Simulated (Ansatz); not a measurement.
A nudged elastic band was laid between two geometries of BrH + ClH3Sn (7 atoms, charge 0, multiplicity 1).

Method: RKS PBE0/def2-SVP in Ansatz 0.2.0.

| Item | Value |
| --- | --- |
| movable images | 5 |
| climbing image | yes |
| spring | 5.0 eV/Å² |
| optimiser | quadratic models (default) |
| start path | through a guess of the saddle point |
| force threshold | 0.05 eV/Å |
| iteration limit | 60 |
| end points | relaxed |

Image 0:

```xyz
7
Properties=species:S:1:pos:R:3
Sn 0.279 0.000 -0.137
Cl 0.178 0.000 2.245
H 1.950 0.000 -0.481
H -0.505 1.430 -0.627
H -0.505 -1.430 -0.627
Br -3.505 0.000 1.642
H -2.173 0.000 2.182
```

Image 6:

```xyz
7
Properties=species:S:1:pos:R:3
Sn -0.445 0.000 -0.594
Cl 0.008 0.000 3.619
H 0.846 0.000 0.518
H -0.544 1.422 -1.531
H -0.544 -1.422 -1.531
Br -2.534 0.000 0.821
H -1.068 0.000 2.895
```

Question: Which bonds break or form, and what moves?

Answer: Bonds broken: Sn1–Cl2, Br6–H7. Bonds formed: Sn1–Br6, Cl2–H7. BrH + ClH3Sn becomes BrH3Sn + ClH.

Question: Give the energies along the band, and the barrier.

Answer: The run converged. The highest image is number 3 of 0 to 6, 79.6 kJ/mol above the first end and 86.7 kJ/mol above the last; the last end lies 7.2 kJ/mol below the first. A vibrational analysis at the climbing image gives one clearly imaginary mode, 299i cm⁻¹: a first-order saddle point. The orbitals stay closed-shell, which can raise the energy where a bond breaks towards radicals; this wasn't checked here.

| image | path coordinate (Å) | energy (kJ/mol) | Sn1–Cl2 (Å) | Br6–H7 (Å) | Sn1–Br6 (Å) |
| --- | --- | --- | --- | --- | --- |
| 0 | 0.00 | 0.0 | 2.38 | 1.44 | 4.18 |
| 1 | 0.55 | 5.7 | 2.40 | 1.45 | 3.65 |
| 2 | 1.10 | 39.2 | 2.49 | 1.51 | 3.20 |
| 3 | 1.64 | 79.6 | 2.73 | 1.78 | 2.86 |
| 4 | 2.29 | 45.5 | 3.19 | 2.09 | 2.63 |
| 5 | 2.93 | 6.0 | 3.70 | 2.27 | 2.55 |
| 6 | 3.57 | -7.2 | 4.24 | 2.54 | 2.52 |

Question: What is the geometry of the highest image?

Answer: 
```xyz
7
Properties=species:S:1:pos:R:3:forces:R:3
Sn -0.218 0.000 -0.139 0.04 0.00 0.00
Cl 0.031 0.000 2.577 -0.03 0.00 -0.02
H 1.495 0.000 0.019 -0.02 0.00 -0.01
H -0.697 1.475 -0.851 0.01 -0.01 0.01
H -0.697 -1.475 -0.851 0.01 0.01 0.01
Br -2.775 0.000 1.144 -0.02 0.00 0.01
H -1.419 0.000 2.298 0.02 0.00 0.02
```

Question: What are the harmonic wavenumbers there?

Answer: 299i, 25, 172, 254, 466, 472, 624, 648, 752, 754, 814, 1187, 1911, 1947, 1978 cm⁻¹.

Run time: 2.1 min on 2 threads of Arm Neoverse V1, on a shared host, peak memory 0.23 GiB.
